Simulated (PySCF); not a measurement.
Compound: C7H11BO2.
Numbering: `[CH:1]#[C:2][B:3]1[O:4][CH2:5][C@H:6]([CH2:7][CH2:8][CH3:9])[O:10]1` (hydrogens: H11 on C1; H12, H13 on C5; H14 on C6; H15, H16 on C7; H17, H18 on C8; H19, H20, H21 on C9)

Geometry (PBE0-D3(BJ)/def2-SVP, Å), atoms numbered from 1 in this order:
```xyz
21
C7H11BO2 angstrom
C      4.3283   -0.8282   -1.6284
C      3.4183   -0.3665   -0.9689
B      2.2711    0.2129   -0.1383
O      2.3842    0.5017    1.1882
C      1.1384    1.0092    1.6316
C      0.2082    0.9747    0.3955
C     -1.0094    0.0878    0.5650
C     -1.8887    0.0124   -0.6738
C     -3.0766   -0.9206   -0.5068
O      1.0406    0.4852   -0.6558
H      5.1330   -1.2364   -2.2136
H      1.2782    2.0282    2.0256
H      0.7563    0.3763    2.4497
H     -0.1166    1.9914    0.1132
H     -0.6636   -0.9239    0.8456
H     -1.5930    0.4658    1.4239
H     -2.2422    1.0276   -0.9272
H     -1.2673   -0.3120   -1.5240
H     -3.6945   -0.9539   -1.4165
H     -3.7262   -0.6028    0.3250
H     -2.7481   -1.9503   -0.2920
```

All values: PBE0/pcSseg-1 (PySCF, non-relativistic), on one gas-phase PBE0-D3(BJ)/def2-SVP geometry that isn't relaxed in the solvent. The solvent is an IEF-PCM continuum (Bondi radii, 1.10 Å for H, scaled by 1.2). Specific hydrogen bonds and non-electrostatic terms are outside this model.

Gas phase at PBE0/pcSseg-1: HOMO -8.11 eV, LUMO -0.48 eV, dipole 1.96 D.

Task: What does the continuum do to the energy, the frontier levels and the dipole at PBE0/pcSseg-1 in benzene and acetone?

Result: 
```
solvent      ε  E(solvent) − E(gas) (kcal/mol)  polarisation term (kcal/mol)  distortion of the solute (kcal/mol)  HOMO (eV)  LUMO (eV)  dipole (D)
benzene  2.271                           -2.90                         -3.10                                 0.20      -8.08      -0.56        2.19
acetone  20.49                           -6.40                         -7.42                                 1.02      -8.06      -0.69        2.49
```

The polarisation term is half the interaction of the solute with the surface charges that it induces; the rest is the cost of distorting the solute's density. The sum is the electrostatic part of solvation alone. From benzene to acetone the lowering changes by a factor 2.21, Onsager's factor (ε − 1)/(2ε + 1) by 2.02 and ε itself by 9.0.

Task: Which radius a makes the point-dipole formula ΔE = −[(ε − 1)/(2ε + 1)]·μ²/a³ give the value in acetone, with the gas-phase dipole?

Result: μ = 0.771 au and |ΔE| = 0.01020 Eh give a = 1.59 Å; the farthest nucleus lies 5.74 Å from the centroid of the nuclei, so such a sphere wouldn't even hold the nuclei. The formula assumes a rigid point dipole at the centre of a sphere.

Task: Give the dipole vector in the frame of the coordinates (D, pointing from negative to positive charge), gas and acetone.

Result: Gas (-1.70, 0.55, 0.81), solvent (-2.05, 0.76, 1.20). Its length changes by +27 % and its direction by 5°.

Task: Which Hirshfeld charges (PBE0/pcSseg-1) respond most in acetone (means over atoms taken as equivalent)?

Result: 
```tsv
atoms	environment	gas (e)	solvent (e)	change
C2	alkyne carbon	-0.121	-0.142	-0.021
H11	alkyne hydrogen	+0.101	+0.117	+0.016
O4	boron-bound oxygen	-0.183	-0.197	-0.014
O10	boron-bound oxygen	-0.172	-0.184	-0.012
B3	three-coordinate boron	+0.241	+0.231	-0.010
H16	methylene hydrogen	+0.040	+0.049	+0.009
H12	methylene hydrogen	+0.049	+0.058	+0.009
H14	methine hydrogen	+0.042	+0.050	+0.008
```

Task: How do the nuclear quadrupole coupling constants eQVzz/h respond in acetone?

Result: 
```
   nucleus  Q (barn)  gas (MHz)  solvent (MHz)  η gas  η solvent
 11B at B3   0.04059       2.91           2.90   0.28       0.23
 17O at O4   -0.0256      -9.38          -9.04   0.19       0.21
17O at O10   -0.0256      -9.07          -8.75   0.18       0.19
```

Time: 45 s wall; peak memory 1.2 GiB. Hardware: one thread of an Arm Neoverse V1, shared host. This is the whole shielding run at PBE0/pcSseg-1 in acetone, SCF included.
